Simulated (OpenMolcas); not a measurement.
# Al: from CASSCF to CASPT2

```yaml
Program: OpenMolcas
Basis: ANO-RCC-VQZP [6s5p3d2f1g]
Scalar_Hamiltonian: DKH2, point nucleus
Active_space: 3 electrons in 8 orbitals (3s 3p 4s 4p)
State_averaging: 2S+1 = 4 odd, 1 root (0 in the spin-orbit step); 2S+1 = 2 odd, 3 roots; 2S+1 = 4 even, 3 roots; 2S+1 = 2 even, 5 roots
Spin-orbit_coupling: state interaction with AMFI integrals over the reference wave functions, term energies averaged over their components
```

Methods on the same reference wave functions:
A. CASSCF
B. SS-CASPT2, IPEA 0.25 Eh, imaginary shift 0.1 Eh (closed shells correlated: 2s 2p)

Energies in cm⁻¹ above 3s² 3p ²P°_1/2, the measured ground level; measured values from NIST Handbook of Basic Atomic Spectroscopic Data.

```
         Level      A      B  Measured
3s² 3p ²P°_1/2    0.0    0.0       0.0
3s² 3p ²P°_3/2   82.2   82.2       112
 3s 3p² ⁴P_1/2  25038  27730     29020
 3s 3p² ⁴P_3/2  25076  27770     29067
 3s 3p² ⁴P_5/2  25138  27830     29143
```

Deviations, from unrounded energies. A percentage is the sum of absolute deviations over the sum of measured energies, with the sign that they share, or ± where signs differ.

| Against measurement | Levels | A | B |
| --- | --- | --- | --- |
| mean absolute deviation (cm-1) | 4 | 3000 | 980 |
| fine structure of the ground term (%) | 1 | -26.6 | -26.6 |
| other configurations (%) | 3 | -13.7 | -4.5 |

B lies closest to measurement on these levels. The largest miss of B in the table is 3s 3p² ⁴P_5/2, by -1300 cm-1. The ranking rests on the paired levels alone, and a cruder setting can come out closer through cancelling errors.

The lowest spin-free term lies below A's lowest term by 0.247 hartree in B.

Over all roots computed the reference weight is 0.90 to 0.97 in B; the roots of lowest weight are the least certain, and an intruder state may touch them. Active for correlation alone: 4p 4s; no level in the range computed is led by a configuration that fills them, so any true level of that kind is missing. Terms of s pⁿ other than that of highest spin mix with s² pⁿ⁻² d, which this space lacks; all of them can be thousands of cm-1 off, and some have no real level of that name. Without dynamic correlation excited terms often stand tens of per cent too high (terms of higher spin than the ground term too low), and those without a measured partner can miss by more than the paired ones (holds for A). Computed and measured levels are paired by configuration, term and J; levels that our copy of the source lacks, or whose pairing is in doubt (as where it misses far off the trend of its configuration), stay unpaired and out of the deviations. Only configurations of the active space appear. The table leaves out levels that lie high or whose names do not pair safely across all columns.

° marks odd parity.
